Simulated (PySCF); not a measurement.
Compound: C₈H₇PSe.
Atom-mapped SMILES: `[CH:1]#[C:2][P@@H:3](=[Se:4])[c:5]1[cH:6][cH:7][cH:8][cH:9][cH:10]1` (hydrogens: H11 on C1; H12 on P3; H13 on C6; H14 on C7; H15 on C8; H16 on C9; H17 on C10)

Method: PySCF, PBE0-D3(BJ)/def2-SVP geometry optimisation, gas phase; density fitting, grid level 1; the optimiser is geomeTRIC in internal coordinates, started from a GFN2-xTB structure with every atom displaced at random (about 0.01 Å).

The end geometry, which sets the zero of energy:
```
atom  x, y, z in Å
C1      1.7796    3.2722   -0.0359
C2      0.8075    2.6284   -0.3731
P3     -0.5938    1.7217   -0.9599
Se4    -0.9449    1.8214   -3.0162
C5     -0.3675    0.0608   -0.2418
C6     -0.4395   -1.0552   -1.0743
C7     -0.2868   -2.3294   -0.5295
C8     -0.0664   -2.4830    0.8378
C9      0.0050   -1.3630    1.6686
C10    -0.1444   -0.0880    1.1315
H11     2.6426    3.8415    0.2623
H12    -1.6102    2.2799   -0.1334
H13    -0.6164   -0.9076   -2.1443
H14    -0.3414   -3.2065   -1.1785
H15     0.0521   -3.4827    1.2623
H16     0.1797   -1.4849    2.7402
H17    -0.0786    0.7904    1.7800
```

Question: These geometries come from the run, each turned onto the end geometry. Order them by energy, lowest first.
A.
```
atom  x, y, z in Å
C1      1.7753    3.2893   -0.0321
C2      0.8338    2.6158   -0.4017
P3     -0.5834    1.7191   -0.9624
Se4    -0.9684    1.8163   -3.0131
C5     -0.3626    0.0565   -0.2457
C6     -0.4397   -1.0599   -1.0756
C7     -0.2918   -2.3348   -0.5287
C8     -0.0723   -2.4872    0.8386
C9      0.0019   -1.3655    1.6680
C10    -0.1414   -0.0908    1.1284
H11     2.6182    3.8744    0.2847
H12    -1.5749    2.2920   -0.1213
H13    -0.6169   -0.9131   -2.1459
H14    -0.3453   -3.2114   -1.1767
H15     0.0428   -3.4868    1.2658
H16     0.1747   -1.4864    2.7383
H17    -0.0733    0.7886    1.7750
```
B.
```
atom  x, y, z in Å
C1      1.7478    3.3153   -0.0005
C2      0.8625    2.6051   -0.4165
P3     -0.5668    1.7149   -0.9689
Se4    -0.9719    1.8178   -3.0144
C5     -0.3617    0.0543   -0.2472
C6     -0.4376   -1.0660   -1.0769
C7     -0.2943   -2.3376   -0.5282
C8     -0.0774   -2.4924    0.8404
C9      0.0016   -1.3700    1.6637
C10    -0.1408   -0.0945    1.1251
H11     2.6103    3.9118    0.2670
H12    -1.5518    2.2940   -0.1067
H13    -0.6149   -0.9212   -2.1463
H14    -0.3631   -3.2187   -1.1745
H15     0.0308   -3.4918    1.2654
H16     0.1742   -1.4887    2.7400
H17    -0.0704    0.7838    1.7742
```
C.
```
atom  x, y, z in Å
C1      1.7753    3.2947   -0.0294
C2      0.8366    2.6133   -0.4074
P3     -0.5836    1.7204   -0.9625
Se4    -0.9709    1.8175   -3.0121
C5     -0.3628    0.0572   -0.2468
C6     -0.4413   -1.0599   -1.0754
C7     -0.2930   -2.3329   -0.5224
C8     -0.0719   -2.4994    0.8431
C9     -0.0003   -1.3678    1.6600
C10    -0.1410   -0.0891    1.1272
H11     2.6137    3.8801    0.2868
H12    -1.5663    2.2999   -0.1217
H13    -0.6178   -0.9151   -2.1468
H14    -0.3443   -3.2067   -1.1718
H15     0.0448   -3.4996    1.2714
H16     0.1720   -1.4855    2.7282
H17    -0.0725    0.7890    1.7753
```
D.
```
atom  x, y, z in Å
C1      1.8267    3.2181   -0.1301
C2      0.7956    2.6090   -0.3414
P3     -0.6289    1.7197   -0.9225
Se4    -0.9432    1.8867   -2.9523
C5     -0.3905    0.0496   -0.2313
C6     -0.4047   -1.0392   -1.0668
C7     -0.2221   -2.3137   -0.5361
C8     -0.0367   -2.4674    0.8226
C9     -0.0411   -1.3652    1.6882
C10    -0.2092   -0.1037    1.1591
H11     2.6615    3.7887    0.1152
H12    -1.5768    2.2722   -0.0622
H13    -0.5750   -0.8853   -2.1364
H14    -0.2584   -3.1699   -1.1815
H15     0.0731   -3.4736    1.2401
H16     0.1005   -1.4879    2.7391
H17    -0.1942    0.7781    1.7922
```

Answer: A (0.003 eV), C (0.012 eV), B (0.023 eV), D (0.114 eV).

In the order of the answer:

```json
{"step": "4", "E above end (eV)": "0.003", "largest force (eV/Å)": "0.24", "rms force component (eV/Å)": "0.052", "rms distance from end (Å)": "0.020", "rms bond change (Å)": "0.001", "bond most changed (Å)": "P3–H12 -0.003"}
{"step": "3", "E above end (eV)": "0.012", "largest force (eV/Å)": "0.88", "rms force component (eV/Å)": "0.180", "rms distance from end (Å)": "0.025", "rms bond change (Å)": "0.003", "bond most changed (Å)": "P3–H12 -0.007"}
{"step": "1", "E above end (eV)": "0.023", "largest force (eV/Å)": "0.94", "rms force component (eV/Å)": "0.184", "rms distance from end (Å)": "0.037", "rms bond change (Å)": "0.003", "bond most changed (Å)": "P3–H12 +0.007"}
{"step": "0", "E above end (eV)": "0.114", "largest force (eV/Å)": "1.77", "rms force component (eV/Å)": "0.505", "rms distance from end (Å)": "0.079", "rms bond change (Å)": "0.017", "bond most changed (Å)": "C1–H11 -0.035"}
```

The cost below is that of the whole optimisation. On an Arm Neoverse V2 with one thread, no GPU, shared host, this took 3.3 min of wall time and 0.91 GiB of memory at its peak.
